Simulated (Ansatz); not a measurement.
A structure relaxed at B3LYP-D4/def2-TZVPD in Ansatz, charge -1, doublet:

```
atom   x (Å)   y (Å)   z (Å)
 Ru1   0.747  -0.943  -0.038
 Al2   0.719   1.341  -0.057
 Al3  -1.467  -0.398   0.095
```

Q: Give its formula and point group.

A: the cluster Al₂Ru⁻. Point group C2v (tolerance 0.1 Å).

Q: Summarise the bond lengths by kind (pairs closer than 1.2 times the sum of covalent radii, bridged metal pairs left out).

A: 2 × Al–Ru 2.28 Å; 1 × Al–Al 2.80 Å. The metal has 2 neighbours: Al 2.28 Å, Al 2.28 Å.

In the def2 sets Ru takes a core potential; there is no spin–orbit coupling. The charge -1 doublet is spin-contaminated (final ⟨S²⟩ up to 0.84, 0.75 for a pure state). The relaxation made no stability test and no search for a lower SCF solution. The structure comes from a short search, and lower isomers may exist.
